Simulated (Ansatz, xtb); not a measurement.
Relative energy of two isomers of C3H8GeS2

Structure a is `C[C@@H]1C[S][GeH2][S]1`, a singlet and structure b is `[CH3][GeH]1[S]CC[S]1`, a singlet. Both are isolated molecules in the gas phase, relaxed with PBE0-D3(BJ)/def2-SVP; the shapes shown needn't be the lowest conformers.

a (Å):

```csv
atom,x (Å),y (Å),z (Å)
C,0.1927,0.7043,0.6621
C,1.3442,-0.2735,0.5187
C,1.8004,-0.4912,-0.9185
Ge,-0.0682,-2.7838,-0.4241
S,0.5322,-1.2927,-1.9685
S,0.9902,-1.8965,1.3230
H,0.4843,1.6971,0.2817
H,-0.1027,0.8081,1.7150
H,-0.6816,0.3660,0.0863
H,2.2171,0.0935,1.0856
H,2.7241,-1.0872,-0.9403
H,2.0039,0.4789,-1.4004
H,0.4632,-4.2064,-0.6773
H,-1.6031,-2.8095,-0.3026
```

b (Å):

```xyz
14

C    -0.1203    1.6250    0.2946
C     1.6562   -2.3593   -0.9323
C     0.3227   -2.5938   -0.2525
Ge    1.1351    0.1764    0.6206
S     1.9353   -0.5928   -1.3186
S     0.1992   -1.7172    1.3495
H     0.4015    2.4816   -0.1575
H    -0.9081    1.2813   -0.3892
H    -0.5760    1.9483    1.2418
H     2.2336    0.6065    1.6138
H     2.4810   -2.7382   -0.3098
H     1.6870   -2.8810   -1.9022
H     0.1996   -3.6619   -0.0128
H    -0.5065   -2.2903   -0.9097
```

Q: Estimate E(b) − E(a) at the level CCSD(T)/def2-SVP + ΔMP2/def2-TZVPP.

A: Calculated at CCSD(T)/def2-SVP + ΔMP2/def2-TZVPP: E(b) − E(a) = −0.334 eV, so structure b lies lower.

How the difference moves with the method:

```csv
level,geometry,E(b) − E(a) (eV),departure from the last row (eV),"job, with rough time for the two"
GFN2-xTB,GFN2-xTB,+0.232,+0.565,"optimisation, 0.48 s"
HF/STO-3G,GFN2-xTB,−0.279,+0.055,"single point, 1.8 s"
r2SCAN-D4/def2-SVP,GFN2-xTB,−0.230,+0.104,"single point, 9.6 s"
PBE0-D3(BJ)/def2-SVP,PBE0-D3(BJ)/def2-SVP,−0.228,+0.106,"optimisation, 95 s"
HF/def2-SVP,PBE0-D3(BJ)/def2-SVP,−0.271,+0.063,part of the CCSD(T) run
MP2/def2-SVP,PBE0-D3(BJ)/def2-SVP,−0.172,+0.161,part of the CCSD(T) run
CCSD(T)/def2-SVP,PBE0-D3(BJ)/def2-SVP,−0.153,+0.181,single point
CCSD(T)/def2-SVP + ΔMP2/def2-TZVPP,PBE0-D3(BJ)/def2-SVP,−0.334,,"single point, 2.5 min"
```

As drawn, b has 1 C–Ge, 1 C–H in place of 1 C–C, 1 Ge–H.

GFN2-xTB puts the two in the other order. The largest departure from CCSD(T)/def2-SVP + ΔMP2/def2-TZVPP is that of GFN2-xTB, 0.565 eV. The last row adds to CCSD(T) the change of the MP2 difference between the two basis sets, here −0.181 eV, a large step that makes the value less sure.

With thermal terms from frequencies at re-optimised GFN2-xTB minima (ideal gas, soft modes damped towards free rotors, one conformer each, 298.15 K, 1 atm): the zero-point term adds +0.022 eV; ΔH is −0.291 and ΔG −0.348 eV.

The correlated steps freeze 22 core orbitals; the filled d shell of Ge is correlated, in a basis made for valence electrons. Mirror images aren't counted in ΔG. Run with Ansatz 0.2.0, xtb 6.7.1; the last row on 2 threads of Intel(R) Xeon(R) Processor @ 2.70GHz on a shared host.
